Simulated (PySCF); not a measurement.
# BP86 on Ru³⁺ (ruthenium, charge +3)

Configuration: [Kr] 4d5, high-spin 6S determinant. All numbers are calculated (PySCF 2.14, a scalar-relativistic core potential, in aug-cc-pwCVTZ-PP with ECP28MDF).

```
Total energy                : -92.6072 hartree
One-electron energy         : -145.6967 hartree
Hartree (Coulomb) energy    : 62.3208 hartree
Exchange-correlation energy : -9.2314 hartree
⟨S²⟩                        : 8.7501
⟨L²⟩                        : 0.000
Sum of ⟨r⟩                  : 16.09 bohr
Sum of ⟨r²⟩                 : 22.96 bohr²
```

```json
{"shell": "4s α", "electrons": "1", "mean orbital energy (hartree)": "-4.15257", "rms radius, mean of both spins (bohr)": "1.08"}
{"shell": "4s β", "electrons": "1", "mean orbital energy (hartree)": "-4.00674", "rms radius, mean of both spins (bohr)": "1.08"}
{"shell": "4p α", "electrons": "3", "mean orbital energy (hartree)": "-3.03239", "rms radius, mean of both spins (bohr)": "1.19"}
{"shell": "4p β", "electrons": "3", "mean orbital energy (hartree)": "-2.88130", "rms radius, mean of both spins (bohr)": "1.19"}
{"shell": "4d α", "electrons": "5", "mean orbital energy (hartree)": "-1.42553", "rms radius, mean of both spins (bohr)": "1.55"}
```

Energies and moments cover only the electrons outside the core potential.
